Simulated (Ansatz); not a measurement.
Ansatz (an electronic-structure program) input (B3LYP-D3(BJ)/def2-TZVP):

Ansatz 0.2 input:
```yaml
crystal:
  periodic: [false, false, false]
  atoms:
    - {symbol: C, position_ang: [3.03356566, 0.71320061, -0.11982009]}
    - {symbol: C, position_ang: [2.00828865, -0.33271261, 0.33359930]}
    - {symbol: C, position_ang: [0.64032362, 0.25274377, 0.51238167]}
    - {symbol: C, position_ang: [-0.47388380, -0.01171371, -0.17337540]}
    - {symbol: C, position_ang: [-0.56003100, -1.00341549, -1.30085203]}
    - {symbol: C, position_ang: [-1.76356832, 0.69655719, 0.16261474]}
    - {symbol: C, position_ang: [-2.86071932, -0.23391304, 0.69254179]}
    - {symbol: H, position_ang: [4.03398493, 0.28155499, -0.19102678]}
    - {symbol: H, position_ang: [3.07752925, 1.54824001, 0.58298325]}
    - {symbol: H, position_ang: [2.76554838, 1.11838873, -1.09735132]}
    - {symbol: H, position_ang: [2.33813594, -0.75715488, 1.28848176]}
    - {symbol: H, position_ang: [1.99321631, -1.16073429, -0.37579286]}
    - {symbol: H, position_ang: [0.57291241, 1.00457346, 1.29647777]}
    - {symbol: H, position_ang: [-1.16199058, -1.87178906, -1.01925490]}
    - {symbol: H, position_ang: [0.41413952, -1.36679313, -1.61971147]}
    - {symbol: H, position_ang: [-1.05122678, -0.55047675, -2.16722678]}
    - {symbol: H, position_ang: [-1.56288942, 1.47422585, 0.90253349]}
    - {symbol: H, position_ang: [-2.13714497, 1.20473963, -0.73433519]}
    - {symbol: H, position_ang: [-3.14629054, -0.98411949, -0.04641151]}
    - {symbol: H, position_ang: [-3.75757099, 0.33278748, 0.94941289]}
    - {symbol: H, position_ang: [-2.52220639, -0.75792310, 1.58868203]}
basis:
  gaussian:
    orbitals: def2-TZVP
hamiltonian:
  xc: b3lyp
  dispersion: d3bj
phonons: {temperatures: {t_min: 298.15, t_max: 298.15, t_step: 100}}
```

Output:

```
Functional definition: B3LYP
integrals: 0.30 GiB planned
1876 factors; their error is unknown
0.38 GiB of the device are held for the grids
1.83 GiB of device memory are held for the factors and their scratch space
mean field: 2.12 GiB planned
mean field evaluation 1: about -7471.1643 eV, gradient 9.0e1 eV
mean field evaluation 2: about -7458.7728 eV, gradient 1.1e2 eV
mean field evaluation 4: about -7490.5439 eV, gradient 7.0e0 eV
mean field evaluation 8: about -7490.6085 eV, gradient 7.4e-1 eV
mean field evaluation 16: about -7490.6093 eV, gradient 8.9e-5 eV
mean field -7490.60931844 eV, -275.2748151352 hartree, gradient 2.5e-5 eV, S^2 0.000000; 0 other end points of the search recorded, 0 dependent functions left out
the calculation of the forces begins
reference -7490.60968114 eV, -275.2748284645 hartree; 28, 28 occupied and 273, 273 virtual orbitals, 1876 factors
these checks for a lower state are left out or cut short: stability, starts, cluster_reference, orbital_swaps, neighbouring_geometries, increment
integrals: 0.30 GiB planned
1876 factors; their error is unknown
0.38 GiB of the device are held for the grids
1.83 GiB of device memory are held for the factors and their scratch space
mean field: 2.12 GiB planned
mean field -7490.60922174 eV, -275.2748115817 hartree, gradient 2.3e-6 eV, S^2 0.000000; 0 other end points of the search recorded, 0 dependent functions left out
the calculation of the forces begins
reference -7490.60958441 eV, -275.2748249096 hartree; 28, 28 occupied and 273, 273 virtual orbitals, 1876 factors
these checks for a lower state are left out or cut short: stability, starts, cluster_reference, orbital_swaps, neighbouring_geometries, increment
integrals: 0.30 GiB planned
1876 factors; their error is unknown
0.38 GiB of the device are held for the grids
1.83 GiB of device memory are held for the factors and their scratch space
mean field: 2.12 GiB planned
mean field evaluation 32: about -7490.6091 eV, gradient 2.3e-6 eV
mean field -7490.60910086 eV, -275.2748071395 hartree, gradient 2.3e-6 eV, S^2 0.000000; 0 other end points of the search recorded, 0 dependent functions left out
the calculation of the forces begins
reference -7490.60946361 eV, -275.2748204702 hartree; 28, 28 occupied and 273, 273 virtual orbitals, 1876 factors
these checks for a lower state are left out or cut short: stability, starts, cluster_reference, orbital_swaps, neighbouring_geometries, increment
integrals: 0.30 GiB planned
1876 factors; their error is unknown
0.38 GiB of the device are held for the grids
1.83 GiB of device memory are held for the factors and their scratch space
mean field: 2.12 GiB planned
mean field -7490.60918310 eV, -275.2748101616 hartree, gradient 2.3e-6 eV, S^2 0.000000; 0 other end points of the search recorded, 0 dependent functions left out
the calculation of the forces begins
reference -7490.60954577 eV, -275.2748234895 hartree; 28, 28 occupied and 273, 273 virtual orbitals, 1876 factors
these checks for a lower state are left out or cut short: stability, starts, cluster_reference, orbital_swaps, neighbouring_geometries, increment
integrals: 0.30 GiB planned
1876 factors; their error is unknown
0.38 GiB of the device are held for the grids
1.83 GiB of device memory are held for the factors and their scratch space
mean field: 2.12 GiB planned
mean field -7490.60914383 eV, -275.2748087187 hartree, gradient 2.3e-6 eV, S^2 0.000000; 0 other end points of the search recorded, 0 dependent functions left out
[...]
1.83 GiB of device memory are held for the factors and their scratch space
mean field: 2.12 GiB planned
mean field evaluation 832: about -7490.6557 eV, gradient 5.8e-4 eV
mean field -7490.60927907 eV, -275.2748136883 hartree, gradient 2.3e-6 eV, S^2 0.000000; 0 other end points of the search recorded, 0 dependent functions left out
the calculation of the forces begins
reference -7490.60964179 eV, -275.2748270183 hartree; 28, 28 occupied and 273, 273 virtual orbitals, 1876 factors
these checks for a lower state are left out or cut short: stability, starts, cluster_reference, orbital_swaps, neighbouring_geometries, increment
integrals: 0.30 GiB planned
1876 factors; their error is unknown
0.38 GiB of the device are held for the grids
1.83 GiB of device memory are held for the factors and their scratch space
mean field: 2.12 GiB planned
mean field -7490.60927906 eV, -275.2748136881 hartree, gradient 2.3e-6 eV, S^2 0.000000; 0 other end points of the search recorded, 0 dependent functions left out
the calculation of the forces begins
reference -7490.60964175 eV, -275.2748270167 hartree; 28, 28 occupied and 273, 273 virtual orbitals, 1876 factors
these checks for a lower state are left out or cut short: stability, starts, cluster_reference, orbital_swaps, neighbouring_geometries, increment
integrals: 0.30 GiB planned
1876 factors; their error is unknown
0.38 GiB of the device are held for the grids
1.83 GiB of device memory are held for the factors and their scratch space
mean field: 2.12 GiB planned
mean field -7490.60931175 eV, -275.2748148894 hartree, gradient 2.3e-6 eV, S^2 0.000000; 0 other end points of the search recorded, 0 dependent functions left out
the calculation of the forces begins
reference -7490.60967449 eV, -275.2748282200 hartree; 28, 28 occupied and 273, 273 virtual orbitals, 1876 factors
these checks for a lower state are left out or cut short: stability, starts, cluster_reference, orbital_swaps, neighbouring_geometries, increment
integrals: 0.30 GiB planned
1876 factors; their error is unknown
0.38 GiB of the device are held for the grids
1.83 GiB of device memory are held for the factors and their scratch space
mean field: 2.12 GiB planned
mean field -7490.60928737 eV, -275.2748139934 hartree, gradient 2.3e-6 eV, S^2 0.000000; 0 other end points of the search recorded, 0 dependent functions left out
the calculation of the forces begins
reference -7490.60965004 eV, -275.2748273213 hartree; 28, 28 occupied and 273, 273 virtual orbitals, 1876 factors
these checks for a lower state are left out or cut short: stability, starts, cluster_reference, orbital_swaps, neighbouring_geometries, increment
integrals: 0.30 GiB planned
1876 factors; their error is unknown
0.38 GiB of the device are held for the grids
1.83 GiB of device memory are held for the factors and their scratch space
mean field: 2.12 GiB planned
mean field evaluation 864: about -7490.6093 eV, gradient 1.1e-6 eV
mean field -7490.60926042 eV, -275.2748130031 hartree, gradient 2.3e-6 eV, S^2 0.000000; 0 other end points of the search recorded, 0 dependent functions left out
the calculation of the forces begins
reference -7490.60962313 eV, -275.2748263324 hartree; 28, 28 occupied and 273, 273 virtual orbitals, 1876 factors
these checks for a lower state are left out or cut short: stability, starts, cluster_reference, orbital_swaps, neighbouring_geometries, increment
integrals: 0.30 GiB planned
1876 factors; their error is unknown
0.38 GiB of the device are held for the grids
1.83 GiB of device memory are held for the factors and their scratch space
mean field: 2.12 GiB planned
mean field -7490.60932849 eV, -275.2748155045 hartree, gradient 2.3e-6 eV, S^2 0.000000; 0 other end points of the search recorded, 0 dependent functions left out
the calculation of the forces begins
reference -7490.60969119 eV, -275.2748288338 hartree; 28, 28 occupied and 273, 273 virtual orbitals, 1876 factors
these checks for a lower state are left out or cut short: stability, starts, cluster_reference, orbital_swaps, neighbouring_geometries, increment
integrals: 0.30 GiB planned
1876 factors; their error is unknown
0.38 GiB of the device are held for the grids
1.83 GiB of device memory are held for the factors and their scratch space
mean field: 2.12 GiB planned
mean field -7490.60927142 eV, -275.2748134072 hartree, gradient 2.3e-6 eV, S^2 0.000000; 0 other end points of the search recorded, 0 dependent functions left out
the calculation of the forces begins
reference -7490.60963411 eV, -275.2748267358 hartree; 28, 28 occupied and 273, 273 virtual orbitals, 1876 factors
these checks for a lower state are left out or cut short: stability, starts, cluster_reference, orbital_swaps, neighbouring_geometries, increment
integrals: 0.30 GiB planned
1876 factors; their error is unknown
0.38 GiB of the device are held for the grids
1.83 GiB of device memory are held for the factors and their scratch space
mean field: 2.12 GiB planned
mean field -7490.60929703 eV, -275.2748143484 hartree, gradient 2.3e-6 eV, S^2 0.000000; 0 other end points of the search recorded, 0 dependent functions left out
the calculation of the forces begins
reference -7490.60965975 eV, -275.2748276783 hartree; 28, 28 occupied and 273, 273 virtual orbitals, 1876 factors
these checks for a lower state are left out or cut short: stability, starts, cluster_reference, orbital_swaps, neighbouring_geometries, increment
integrals: 0.30 GiB planned
1876 factors; their error is unknown
0.38 GiB of the device are held for the grids
1.83 GiB of device memory are held for the factors and their scratch space
mean field: 2.12 GiB planned
mean field -7490.60927711 eV, -275.2748136164 hartree, gradient 2.3e-6 eV, S^2 0.000000; 0 other end points of the search recorded, 0 dependent functions left out
the calculation of the forces begins
reference -7490.60963984 eV, -275.2748269466 hartree; 28, 28 occupied and 273, 273 virtual orbitals, 1876 factors
these checks for a lower state are left out or cut short: stability, starts, cluster_reference, orbital_swaps, neighbouring_geometries, increment
integrals: 0.30 GiB planned
1876 factors; their error is unknown
0.38 GiB of the device are held for the grids
1.83 GiB of device memory are held for the factors and their scratch space
mean field: 2.12 GiB planned
mean field evaluation 896: about -7490.6084 eV, gradient 7.4e-1 eV
mean field -7490.60921367 eV, -275.2748112851 hartree, gradient 2.3e-6 eV, S^2 0.000000; 0 other end points of the search recorded, 0 dependent functions left out
the calculation of the forces begins
reference -7490.60957635 eV, -275.2748246135 hartree; 28, 28 occupied and 273, 273 virtual orbitals, 1876 factors
Total energy: -7491.38885523 eV, -275.3034625839 hartree
Atom 0 at     3.033566     0.713201    -0.119820 Å, force     0.000079     0.000333    -0.000351 eV/Å
Atom 1 at     2.008289    -0.332713     0.333599 Å, force     0.000233    -0.000347     0.000045 eV/Å
Atom 2 at     0.640324     0.252744     0.512382 Å, force    -0.001658    -0.000397    -0.001334 eV/Å
Atom 3 at    -0.473884    -0.011714    -0.173375 Å, force     0.001860     0.001138     0.000758 eV/Å
Atom 4 at    -0.560031    -1.003415    -1.300852 Å, force    -0.000150    -0.000260     0.000129 eV/Å
Atom 5 at    -1.763568     0.696557     0.162615 Å, force    -0.000653     0.000022     0.000293 eV/Å
Atom 6 at    -2.860719    -0.233913     0.692542 Å, force     0.000040     0.000096    -0.000085 eV/Å
Atom 7 at     4.033985     0.281555    -0.191027 Å, force    -0.000182    -0.000142     0.000151 eV/Å
Atom 8 at     3.077529     1.548240     0.582983 Å, force    -0.000022    -0.000043     0.000048 eV/Å
Atom 9 at     2.765548     1.118389    -1.097351 Å, force     0.000178     0.000286    -0.000054 eV/Å
Atom 10 at     2.338136    -0.757155     1.288482 Å, force    -0.000086    -0.000217    -0.000169 eV/Å
Atom 11 at     1.993216    -1.160734    -0.375793 Å, force    -0.000175    -0.000306     0.000345 eV/Å
Atom 12 at     0.572912     1.004573     1.296478 Å, force    -0.000157     0.000075     0.000153 eV/Å
Atom 13 at    -1.161991    -1.871789    -1.019255 Å, force     0.000136     0.000146    -0.000499 eV/Å
Atom 14 at     0.414140    -1.366793    -1.619711 Å, force    -0.000177     0.000077     0.000153 eV/Å
Atom 15 at    -1.051227    -0.550477    -2.167227 Å, force     0.000332    -0.000186     0.000289 eV/Å
Atom 16 at    -1.562889     1.474226     0.902533 Å, force    -0.000001    -0.000266     0.000040 eV/Å
Atom 17 at    -2.137145     1.204740    -0.734335 Å, force     0.000165    -0.000158    -0.000109 eV/Å
Atom 18 at    -3.146291    -0.984119    -0.046412 Å, force     0.000074    -0.000054     0.000020 eV/Å
Atom 19 at    -3.757571     0.332787     0.949413 Å, force    -0.000153    -0.000208     0.000160 eV/Å
Atom 20 at    -2.522206    -0.757923     1.588682 Å, force     0.000316     0.000411     0.000017 eV/Å
Dipole moment:    -0.019206    -0.029998    -0.031185 e Å
Vibrations: 39.15 63.35 105.15 153.19 206.68 224.90 269.98 322.82 377.89 477.33 488.41 553.82 743.05 793.88 820.39 886.79 901.41 964.20 1012.03 1028.67 1044.18 1089.05 1100.45 1112.73 1151.35 1236.13 1287.91 1293.95 1341.51 1355.86 1395.14 1408.41 1410.82 1421.26 1477.91 1482.32 1490.44 1496.62 1497.77 1502.02 1508.64 1510.21 1731.10 3000.54 3009.00 3022.91 3027.69 3032.84 3057.11 3060.98 3070.18 3091.37 3093.26 3094.75 3099.66 3110.55 3127.24 cm⁻¹, zero-point energy 5.249304 eV
```
